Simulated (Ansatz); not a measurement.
# Nudged elastic band run: FH4Sn

The input (input.yaml):

```yaml
crystal:
  periodic: [false, false, false]
  atoms:
    - { symbol: Sn, position_ang: [-0.195547, 3.0e-06, 0.683934] }
    - { symbol: H, position_ang: [1.428245, -5.0e-06, 1.298559] }
    - { symbol: H, position_ang: [1.36221, -1.3e-05, -0.77381] }
    - { symbol: H, position_ang: [-0.703367, 1.45834, -0.057858] }
    - { symbol: H, position_ang: [-0.703381, -1.458334, -0.057851] }
    - { symbol: F, position_ang: [-1.18636, 9.0e-06, 2.368826] }
magnetization:
  spin_polarized: true
  initial_magnetization: 1
basis:
  gaussian: { orbitals: def2-SVP }
hamiltonian:
  xc: lda
neb:
  order_check: false
  images: 7
  f_tol: 0.05
  max_iterations: 60
  final_atoms:
    - { symbol: Sn, position_ang: [-0.18752727, 0.26372269, 0.00265498] }
    - { symbol: H, position_ang: [0.22235983, 0.14972658, 2.51588873] }
    - { symbol: H, position_ang: [1.40428681, -0.12471294, -0.52469645] }
    - { symbol: H, position_ang: [-0.8344132, 1.54906559, -0.96355236] }
    - { symbol: H, position_ang: [-1.20614716, -1.12019603, -0.10406864] }
    - { symbol: F, position_ang: [0.60324099, -0.71760589, 2.53557374] }
  initial_path:
    images:
      - { positions_ang: [[-0.195547, 3.0e-06, 0.683934], [1.428245, -5.0e-06, 1.298559], [1.36221, -1.3e-05, -0.77381], [-0.703367, 1.45834, -0.057858], [-0.703381, -1.458334, -0.057851], [-1.18636, 9.0e-06, 2.368826]] }
      - { positions_ang: [[-0.1494582, 1.96e-06, 0.51297909], [1.07803617, -3.03e-06, 1.47135424], [1.42617261, -1.273e-05, -0.7331086], [-0.73796735, 1.44870561, -0.1842143], [-0.73798196, -1.44869989, -0.18420753], [-0.87700127, 8.09e-06, 2.5789971]] }
      - { positions_ang: [[-0.10336939, 9.1e-07, 0.34202419], [0.72782734, -1.06e-06, 1.64414948], [1.49013523, -1.246e-05, -0.69240719], [-0.7725677, 1.43907122, -0.31057061], [-0.77258293, -1.43906578, -0.31056406], [-0.56764255, 7.18e-06, 2.7891682]] }
      - { positions_ang: [[-0.05728059, -1.3e-07, 0.17106928], [0.37761851, 9.1e-07, 1.81694471], [1.55409784, -1.219e-05, -0.65170579], [-0.80716805, 1.42943682, -0.43692691], [-0.80718389, -1.42943168, -0.4369206], [-0.25828382, 6.26e-06, 2.9993393]] }
      - { positions_ang: [[-0.01119178, -1.17e-06, 0.00011438], [0.02740968, 2.87e-06, 1.98973995], [1.61806046, -1.192e-05, -0.61100439], [-0.8417684, 1.41980243, -0.56328322], [-0.84178486, -1.41979757, -0.56327713], [0.0510749, 5.35e-06, 3.2095104]] }
      - { positions_ang: [[-0.05527565, 0.06592979, 0.00074953], [0.07614722, 0.0374338, 2.12127715], [1.56461704, -0.03118718, -0.5894274], [-0.8399296, 1.45211822, -0.6633505], [-0.93287543, -1.34489718, -0.44847501], [0.18911642, -0.17939746, 3.04102624]] }
      - { positions_ang: [[-0.09935953, 0.13186076, 0.00138468], [0.12488476, 0.07486473, 2.25281434], [1.51117363, -0.06236243, -0.56785042], [-0.8380908, 1.48443401, -0.76341779], [-1.02396601, -1.2699968, -0.33367288], [0.32715795, -0.35880027, 2.87254207]] }
      - { positions_ang: [[-0.1434434, 0.19779172, 0.00201983], [0.1736223, 0.11229565, 2.38435153], [1.45773022, -0.09353768, -0.54627343], [-0.836252, 1.5167498, -0.86348507], [-1.11505658, -1.19509641, -0.21887076], [0.46519947, -0.53820308, 2.70405791]] }
      - { positions_ang: [[-0.18752727, 0.26372269, 0.00265498], [0.22235983, 0.14972658, 2.51588873], [1.40428681, -0.12471294, -0.52469645], [-0.8344132, 1.54906559, -0.96355236], [-1.20614716, -1.12019603, -0.10406864], [0.60324099, -0.71760589, 2.53557374]] }
```

Launched with:

```bash
$ ansatz run input.yaml --threads 1 --pin off --max-ram 2048MiB --backend cpu --events-out ev --progress --plain --runs-dir out
```

Output, in part (warnings, iteration lines, the closing report on the highest movable image, with atoms numbered from 0):

```
NEB end point (image 0): max|allowed force component| = 5.644e-3 eV/Å (the criterion of neb.relax_end_points is 1.000e-2)
NEB end point (image 8): max|allowed force component| = 2.469e-2 eV/Å (the criterion of neb.relax_end_points is 1.000e-2)
NEB iter   1: max|band force component| = 1.262e1 eV/Å  barrier→ = 1.1630 eV  barrier← = 2.1710 eV  Δτ_max = 0.2000 Å  (364 SCF iters)
NEB iter   2: max|band force component| = 3.293e0 eV/Å  barrier→ = 0.4390 eV  barrier← = 1.4470 eV  Δτ_max = 0.2000 Å  (204 SCF iters)
NEB iter   3: max|band force component| = 8.265e0 eV/Å  barrier→ = 0.1752 eV  barrier← = 1.1832 eV  Δτ_max = 0.1000 Å  (208 SCF iters)
NEB iter   4: max|band force component| = 6.895e-1 eV/Å  barrier→ = 0.1423 eV  barrier← = 1.1503 eV  Δτ_max = 0.1990 Å  (191 SCF iters)
NEB iter   5: max|band force component| = 6.031e-1 eV/Å  barrier→ = 0.1665 eV  barrier← = 1.1746 eV  Δτ_max = 0.1927 Å  (202 SCF iters)
NEB iter   6: max|band force component| = 5.399e-1 eV/Å  barrier→ = 0.1525 eV  barrier← = 1.1605 eV  Δτ_max = 0.1857 Å  (186 SCF iters)
NEB iter   7: max|band force component| = 6.234e-1 eV/Å  barrier→ = 0.1356 eV  barrier← = 1.1436 eV  Δτ_max = 0.1017 Å  (189 SCF iters)
NEB iter   8: max|band force component| = 6.507e-1 eV/Å  barrier→ = 0.1246 eV  barrier← = 1.1326 eV  Δτ_max = 0.0400 Å  (183 SCF iters)
NEB iter   9: max|band force component| = 4.942e-1 eV/Å  barrier→ = 0.1240 eV  barrier← = 1.1321 eV  CI = image 1  Δτ_max = 0.0499 Å  (167 SCF iters)
NEB iter  10: max|band force component| = 2.028e-1 eV/Å  barrier→ = 0.1437 eV  barrier← = 1.1517 eV  CI = image 1  Δτ_max = 0.0996 Å  (180 SCF iters)
NEB iter  11: max|band force component| = 1.177e-1 eV/Å  barrier→ = 0.1680 eV  barrier← = 1.1760 eV  CI = image 1  Δτ_max = 0.0569 Å  (179 SCF iters)
NEB iter  12: max|band force component| = 1.503e-1 eV/Å  barrier→ = 0.1692 eV  barrier← = 1.1772 eV  CI = image 1  Δτ_max = 0.0126 Å  (177 SCF iters)
NEB iter  13: max|band force component| = 9.729e-2 eV/Å  barrier→ = 0.1690 eV  barrier← = 1.1770 eV  CI = image 1  Δτ_max = 0.0071 Å  (161 SCF iters)
NEB iter  14: max|band force component| = 4.628e-2 eV/Å  barrier→ = 0.1689 eV  barrier← = 1.1769 eV  CI = image 1  Δτ_max = 0.0000 Å  (340 SCF iters)
Total energy: -8580.19856657 eV, -315.3164814540 hartree
Atom 0 at    -0.177858     0.000010     0.347848 Å, force    -0.005468    -0.000004    -0.019375 eV/Å
Atom 1 at     1.258694    -0.000210     1.618934 Å, force    -0.001213    -0.000018     0.003201 eV/Å
Atom 2 at     1.411186     0.000122    -0.465256 Å, force     0.008993     0.000010    -0.004749 eV/Å
Atom 3 at    -0.905448     1.462601    -0.160445 Å, force     0.000057     0.000561     0.000412 eV/Å
Atom 4 at    -0.905372    -1.462637    -0.160381 Å, force     0.000067    -0.000567     0.000411 eV/Å
Atom 5 at    -0.679402     0.000114     2.281101 Å, force    -0.002435     0.000016     0.020099 eV/Å
Dipole moment:     0.157591    -0.000032    -0.439535 e Å
```

The forces met the threshold. Beside the main top the profile has a ripple of under 15 meV (maxima at images 1, 6), which may be a very shallow well or noise. A vibrational analysis at the climbing image gives 2 clearly imaginary modes (366i, 135i cm⁻¹): a point of higher order. A lower path may pass nearby, or the ends, which weren't checked, may share the extra mode. Another band between the same ends, with other settings, climbed to 0.071 eV only, so this may not be the lowest route.

Final band (atoms are numbered from 1 in the order of the input):

```
image  path coordinate (Å)  energy (kJ/mol)  Sn1–H2 (Å)  Sn1–F6 (Å)  H2–F6 (Å)
    0                 0.00              0.0        1.74        1.95       2.83
    1                 0.84             16.3        1.92        2.00       2.05
    2                 1.33              5.1        1.94        2.12       1.48
    3                 1.83            -67.2        2.14        2.42       1.01
    4                 2.32            -94.5        2.37        2.75       0.96
    5                 2.81            -95.5        2.54        2.87       0.95
    6                 3.31            -94.2        2.51        2.89       0.95
    7                 3.80            -95.8        2.51        2.86       0.95
    8                 4.29            -97.3        2.55        2.83       0.95
```

Time of the run: 58 s on 1 thread of Intel(R) Xeon(R) 6975P-C (Granite Rapids), with other jobs on the host, peak memory 0.13 GiB.
